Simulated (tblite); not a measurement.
Species: C₇H₇O (doublet state).
Numbering: `[CH:1]#[C:2]/[CH:3]=[C:4](\[C:5]=[CH2:6])[O:7][CH3:8]` (hydrogens: H9 on C1; H10 on C3; H11, H12 on C6; H13, H14, H15 on C8)

Structure used (GFN2-xTB), in Å, numbered top down from 1:
```xyz
15
C7H7O angstrom
C      3.3303   -0.9271   -0.2958
C      2.1724   -0.9442   -0.6476
C      0.8609   -0.9786   -1.0679
C     -0.1789   -0.2890   -0.4138
C      0.0300    0.4587    0.6788
C      0.2602    1.1708    1.7296
O     -1.4223   -0.4411   -0.9803
C     -2.4714    0.2347   -0.3392
H      4.3339   -0.9146    0.0067
H      0.6047   -1.5589   -1.9404
H      0.2191    0.7585    2.7301
H      0.5220    2.2201    1.6735
H     -3.3726    0.0062   -0.9051
H     -2.5896   -0.1050    0.6958
H     -2.3031    1.3175   -0.3347
```

Calculated harmonic vibrations of the isolated species, GFN2-xTB (tblite), most abundant isotopes, no scaling. Errors from tens to a few hundred cm⁻¹ against measured bands are possible. One conformer, not necessarily the lowest. Open shells enter through the occupations alone, without spin polarisation, and single modes of such species can be off by tens of per cent.

Harmonic wavenumbers (cm⁻¹): 78.2, 88.1, 134.0, 149.3, 164.9, 191.8, 257.0, 346.7, 381.7, 432.8, 469.0, 507.2, 547.4, 607.2, 671.5, 673.8, 805.7, 874.0, 956.5, 1043.0, 1086.5, 1133.8, 1153.1, 1178.7, 1285.2, 1372.4, 1407.6, 1419.1, 1463.3, 1484.7, 1970.5, 2168.8, 2922.4, 2943.2, 2997.2, 3011.8, 3033.3, 3089.9, 3397.7.

A = 3603, B = 1395, C = 1019 MHz; mass 107.050 u (most abundant isotopes); point group Cs, symmetry number 1; spin multiplicity 2.

**Question.** What is the zero-point energy?

**Answer.** Half the sum of the wavenumbers: 23950 cm⁻¹ = 286.50 kJ/mol.

**Question.** What is S at 350 K and 1 bar for an ideal gas of classical rigid rotors and harmonic oscillators?

**Answer.** Translation 170.47, rotation 121.37, vibration 131.10, spin (R ln 2) 5.76: S = 428.7 J/(mol K).

**Question.** And Cp and H(350 K) − H(0)?

**Answer.** Cp = 165.33 J/(mol K), of which vibrations give 132.08 (their classical limit is 39 R = 324.3); H(350 K) − H(0) = 36.19 kJ/mol without the zero-point energy, 24.55 from vibrations.

**Question.** What must be added to the electronic energy to get the Gibbs energy at 350 K and 1 bar?

**Answer.** ZPE + [H(350 K) − H(0)] − T·S = 286.50 + 36.19 − 150.05 = 172.64 kJ/mol.

**Question.** Blend soft modes into free rotors: weight 1/[1 + (100 cm⁻¹/ν̃)⁴] for the oscillator and the rest for a rotor with moment μB/(μ + B), μ = h/(8π²ν), B = 10⁻⁴⁴ kg m². What vibrational entropy results?

**Answer.** 124.92 J/(mol K) in place of 131.10, which changes −T·S at 350 K by +2.16 kJ/mol.

Hindered rotation and anharmonicity are outside this model. Other conformers, if any are populated, would add a mixing term that is left out.
